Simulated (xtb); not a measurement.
Si(F)(Me)2(Cl) (C2H6ClFSi), SMILES C[Si](C)(F)Cl. All values are semi-empirical tight-binding results from xtb (GFN2-xTB unless named), good for trends rather than for accurate numbers. The structure is a stationary point at GFN2-xTB.

Optimised geometry:

```xyz
11

C      1.7154    -1.0570     0.1018
Si     0.1016    -0.0807     0.2638
C     -1.2460    -0.9438     1.2749
F      0.4666     1.2885     1.0536
Cl    -0.5892     0.5100    -1.5357
H      2.4593    -0.4925    -0.4545
H      1.5654    -1.9995    -0.4155
H      2.1361    -1.2794     1.0780
H     -2.1168    -0.3034     1.3907
H     -1.5764    -1.8638     0.8028
H     -0.8890    -1.1929     2.2698
```
Charge 0, spin multiplicity 1.

```
Quantity                                        Value
--------------------------------------  -------------
point group as xtb finds it                        Cs
orbital gap                                   6.80 eV
dipole moment                                  2.61 D
zero-point energy                       48.7 kcal/mol
G − E(el) at 298.15 K (modified RRHO)   28.0 kcal/mol
static polarisability (D4 model)           71.4 bohr³
solvation energy, GFN2-xTB/ALPB(water)  -1.9 kcal/mol
solvation energy, GFN2-xTB/ALPB(thf)    -5.0 kcal/mol
```

Computed atomic charges and the Wiberg bond orders between heavy atoms:
charges (e) C1 -0.20, Si2 0.60, C3 -0.20, F4 -0.27, Cl5 -0.23, H6 0.06, H7 0.05, H8 0.05, H9 0.06, H10 0.05, H11 0.05. Bond orders C1–Si2 0.90, Si2–C3 0.90, Si2–F4 1.07, Si2–Cl5 1.08.
